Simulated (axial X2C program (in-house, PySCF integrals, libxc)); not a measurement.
# Which molecule has these constants?

Computed with an axial X2C code built on PySCF integrals, spin-free (one-electron X2C) or two-component (2c: spin–orbit coupling with atomic mean-field Coulomb and Gaunt terms, which also bring small scalar terms), in Dyall basis sets with cores contracted in-house; open shells are unrestricted.

A two-component PBE0 calculation in a Dyall 3-zeta basis gave Re = 2.963 Å, ωe = 163.7 cm⁻¹, dipole magnitude 4.58 D, Ω = 1.

Task: Which molecule is it?
A. GeI
B. AgGe
C. SrGe
D. RbGe
E. MoGe

Result: C. The others have RbGe 3.184 Å and 124.0 cm⁻¹ (Ω = 3/2); MoGe 2.458 Å and 214.9 cm⁻¹ (Ω = 3); AgGe 2.460 Å and 200.1 cm⁻¹ (Ω = 1/2); GeI 2.527 Å and 241.2 cm⁻¹ (Ω = 1/2).

Each entry is the lowest single determinant of a limited PBE0 search at one distance. De goes to single-determinant-based atoms at the same level (for ions the charge split of lowest energy) and is withheld (n/a) where an atom does not fit its ground term or J level. Main or longest-lived isotopes. One determinant is a doubtful description, or other states lie close, for SrGe, RbGe, MoGe; these need not be ground states, and all values refer to the states named. Some open-shell Ω = 0 determinants are out of reach, so the Ω given for SrGe, MoGe need not be the lowest component. With several unpaired electrons the Ω given is that of one determinant, not necessarily of the lowest component. The functionals have no current term, which raises determinants with orbital currents.
